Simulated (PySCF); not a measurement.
**Basis and Hamiltonian dependence of the excitation energy of B⁺**

B⁺ [He] 2s2 (1S) → B⁺ [He] 2p2 (3P). Calculated with PySCF 2.14 from differences of total energies of unrestricted determinants, without spin-orbit coupling. Values in eV.

```json
{"basis": "aug-cc-pVDZ", "Hamiltonian": "non-relativistic", "functions": "23", "UHF": "11.011", "LDA": "10.024", "PBE0": "10.472", "MP2 (valence)": "11.781", "CCSD(T) (valence)": "12.439", "CCSD(T) (valence and next inner shell)": "n/a"}
{"basis": "ANO-RCC-VTZP", "Hamiltonian": "spin-free X2C", "functions": "30", "UHF": "10.974", "LDA": "10.007", "PBE0": "10.440", "MP2 (valence)": "11.776", "CCSD(T) (valence)": "12.380", "CCSD(T) (valence and next inner shell)": "12.287"}
{"basis": "x2c-TZVPPall", "Hamiltonian": "spin-free X2C", "functions": "31", "UHF": "10.956", "LDA": "9.978", "PBE0": "10.421", "MP2 (valence)": "11.741", "CCSD(T) (valence)": "12.330", "CCSD(T) (valence and next inner shell)": "12.274"}
{"basis": "def2-TZVPPD", "Hamiltonian": "non-relativistic", "functions": "37", "UHF": "10.940", "LDA": "9.963", "PBE0": "10.406", "MP2 (valence)": "11.727", "CCSD(T) (valence)": "12.316", "CCSD(T) (valence and next inner shell)": "12.259"}
{"basis": "dyall-av2z", "Hamiltonian": "non-relativistic", "functions": "42", "UHF": "10.930", "LDA": "9.954", "PBE0": "10.406", "MP2 (valence)": "11.745", "CCSD(T) (valence)": "12.370", "CCSD(T) (valence and next inner shell)": "n/a"}
{"basis": "x2c-QZVPPall", "Hamiltonian": "spin-free X2C", "functions": "57", "UHF": "10.959", "LDA": "9.981", "PBE0": "10.427", "MP2 (valence)": "11.787", "CCSD(T) (valence)": "12.352", "CCSD(T) (valence and next inner shell)": "12.261"}
{"basis": "aug-cc-pCVTZ-DK", "Hamiltonian": "spin-free X2C", "functions": "59", "UHF": "10.981", "LDA": "10.002", "PBE0": "10.452", "MP2 (valence)": "11.798", "CCSD(T) (valence)": "12.375", "CCSD(T) (valence and next inner shell)": "12.323"}
{"basis": "aug-cc-pVTZ with one added diffuse shell each of s, p, d, f type", "Hamiltonian": "non-relativistic", "functions": "62", "UHF": "10.967", "LDA": "9.985", "PBE0": "10.436", "MP2 (valence)": "11.765", "CCSD(T) (valence)": "12.348", "CCSD(T) (valence and next inner shell)": "n/a"}
{"basis": "def2-QZVPPD", "Hamiltonian": "non-relativistic", "functions": "63", "UHF": "10.944", "LDA": "9.967", "PBE0": "10.413", "MP2 (valence)": "11.773", "CCSD(T) (valence)": "12.338", "CCSD(T) (valence and next inner shell)": "12.247"}
{"basis": "x2c-QZVPPall with one added diffuse shell each of s, p, d, f type", "Hamiltonian": "spin-free X2C", "functions": "73", "UHF": "10.959", "LDA": "9.981", "PBE0": "10.427", "MP2 (valence)": "11.788", "CCSD(T) (valence)": "12.352", "CCSD(T) (valence and next inner shell)": "12.261"}
{"basis": "aug-cc-pVQZ", "Hamiltonian": "non-relativistic", "functions": "80", "UHF": "10.951", "LDA": "9.973", "PBE0": "10.419", "MP2 (valence)": "11.792", "CCSD(T) (valence)": "12.352", "CCSD(T) (valence and next inner shell)": "n/a"}
{"basis": "aug-cc-pVQZ with one added diffuse shell each of s, p, d, f, g type", "Hamiltonian": "non-relativistic", "functions": "105", "UHF": "10.951", "LDA": "9.973", "PBE0": "10.419", "MP2 (valence)": "11.792", "CCSD(T) (valence)": "n/a", "CCSD(T) (valence and next inner shell)": "n/a"}
{"basis": "aug-cc-pwCVQZ", "Hamiltonian": "non-relativistic", "functions": "109", "UHF": "10.950", "LDA": "9.970", "PBE0": "10.417", "MP2 (valence)": "11.798", "CCSD(T) (valence)": "n/a", "CCSD(T) (valence and next inner shell)": "n/a"}
```

Frozen in the all-electron rows: valence: 1s2; valence and next inner shell: nothing.

Reference for a calculation without spin-orbit coupling: 12.265 eV (measured, between term centres; NIST).
